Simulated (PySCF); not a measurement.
**Dipole moment and polarisability of `C[C@@H]1CC[P@H](=O)C1`**

C5H11OP.
Structure used (GFN2-xTB), in Å, numbered top down from 1:
```
atom  x, y, z in Å
C1     2.1508   -0.0517    0.4268
C2     0.6513   -0.3123    0.3692
C3     0.1485   -0.5225   -1.0628
C4    -1.3740   -0.6423   -1.0031
P5    -1.8585    0.5889    0.2803
O6    -2.5943    1.7721   -0.1702
C7    -0.1621    0.8560    0.9247
H8     2.7001   -0.8993    0.0230
H9     2.4046    0.8314   -0.1556
H10    2.4722    0.1087    1.4534
H11    0.4219   -1.2115    0.9517
H12    0.4225    0.3505   -1.6603
H13    0.6020   -1.4042   -1.5183
H14   -1.6761   -1.6480   -0.7083
H15   -1.8505   -0.3956   -1.9520
H16   -2.5244   -0.1425    1.2666
H17    0.1862    1.8073    0.5112
H18   -0.1289    0.9213    2.0120
```

Level: PBE0/def2-SVPD (PySCF), static field, nuclei fixed, core orbitals frozen in the response. The polarisability tensor in these axes (au):

```
x   92.43 -4.55  1.63
y   -4.55 77.11  3.40
z    1.63  3.40 76.97
```

**Question.** Give the principal values, the mean and the anisotropy Δα = √{½[(α1 − α2)² + (α2 − α3)² + (α1 − α3)²]}.

**Answer.** Principal values 72.66, 80.15 and 93.71 au; mean 82.17 au = 12.18 Å³ = 13.55 × 10⁻⁴⁰ C²·m²/J; Δα = 18.48 au (22 % of the mean).

**Question.** What is the dipole moment, and where does it point?

**Answer.** (3.10, -3.42, 0.77) D, 4.68 D in size, pointing from the negative to the positive side. Measured along this direction, the outermost atoms are O6 at the negative end and H8 at the positive end.

**Question.** Molar refractivity from α?

**Answer.** Lorentz–Lorenz: R = (4π/3)N_A α = 2.5225 cm³/(mol·Å³) × 12.18 Å³ = 30.7 cm³/mol, in the limit of long wavelengths.

**Question.** Along which axes do the principal values lie, and how far do the nuclei extend along each?

**Answer.** Largest value along (0.97, -0.26, 0.04), where the nuclei span 5.81 Å; middle along (0.14, 0.64, 0.76), 4.07 Å; least along (0.22, 0.72, -0.65), 2.92 Å. The response follows the extents in order.

**Question.** How large is μ²/3kT at 250 K beside α?

**Answer.** In Gaussian units μ²/3kT = 211.51 Å³ against 12.18 Å³, a ratio of 17.37; the Debye molar polarisation (4π/3)N_A(α + μ²/3kT) is 564.3 cm³/mol, leaving out the vibrational part.

**Question.** What are the principal values of the traceless quadrupole moment, Θ = ½Σq(3rr − r²1), about the centre of nuclear charge?

**Answer.** -16.13, 7.60, 8.53 D·Å. The values depend on the origin, since the dipole doesn't vanish. The electronic extent ⟨r²⟩ about the same centre is 996 bohr², a root-mean-square distance of 2.09 Å for the 64 electrons.

**Question.** Sum over states: ᾱ = Σ f/ω², ω in Eh. What share falls to these 8 lowest TDDFT singlets (eV, f)? 6.81, 0.0104; 6.92, 0.0028; 7.00, 0.0053; 7.12, 0.0145; 7.50, 0.0384; 7.59, 0.0129; 7.69, 0.0169; 7.81, 0.0330.

**Answer.** They add up to 1.79 au, 2.2 % of the 82.17 au; the largest single term is 0.51 au, from the state at 7.50 eV. Terms in order: 0.17, 0.04, 0.08, 0.21, 0.51, 0.17, 0.21, 0.40 au. Higher excitations give the rest. The strengths listed sum to 0.134.

The structure is a single GFN2-xTB conformer in the gas phase; no vibrational or solvent corrections.
